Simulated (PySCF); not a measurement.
A calculated (UHF, PySCF 2.14, x2c-TZVPall, scalar relativity by spin-free X2C-1e) atom or ion has these occupied shells.

```tsv
shell	electrons	orbital energy (eV)	rms radius, mean of both spins (bohr)
1s α	1	-67.668	0.668
1s β	1	-67.180	0.668
2s α	1	-5.343	4.21
```

(1) Name the element and its charge.

Answers

(1) Li (lithium, neutral), in [He] 2s1, 2S determinant.
